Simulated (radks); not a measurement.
The numbers below are computed, except where a source is named.
Task: Nb3.25+, configuration [Ar] 3d10 4s2 4d(up 1.5, down 1.5) 4p(up 2.75, down 2) (fractional occupations, a model configuration). Level of theory: scalar-relativistic Kohn-Sham, LDA (Slater exchange, Perdew-Wang correlation), spin-polarised, spherical densities, point nucleus (a radial shooting solver on a logarithmic mesh with Libxc functionals). Some entries of the table are withheld. Estimate them.

orbital  occ.  eigenvalue (eV)  <r> (bohr)
1s up       1        -18822.17     0.03613
1s down     1        -18822.04     0.03613
2s up       1        -2667.266      0.1582
2s down     1        -2667.172      0.1582
2p up       3        -2387.817      0.1378
2p down     3        -2387.690      0.1378
3s up       1        -476.9751      0.4439
3s down     1        -476.8126      0.4439
3p up       3        -385.6046      0.4462
3p down     3        -385.4255      0.4461
3d up       5              (1)      0.4328
3d down     5              (2)      0.4326
4s up       1         -95.3626       1.135
4s down     1         -94.5834       1.136
4p up    2.75              (3)       1.253
4p down     2              (4)       1.256
4d up     1.5         -35.7143       1.640
4d down   1.5         -35.1648       1.653

Result: 
(1) 3d up eigenvalue (eV): -235.7022
(2) 3d down eigenvalue (eV): -235.5125
(3) 4p up eigenvalue (eV): -70.7288
(4) 4p down eigenvalue (eV): -69.9892
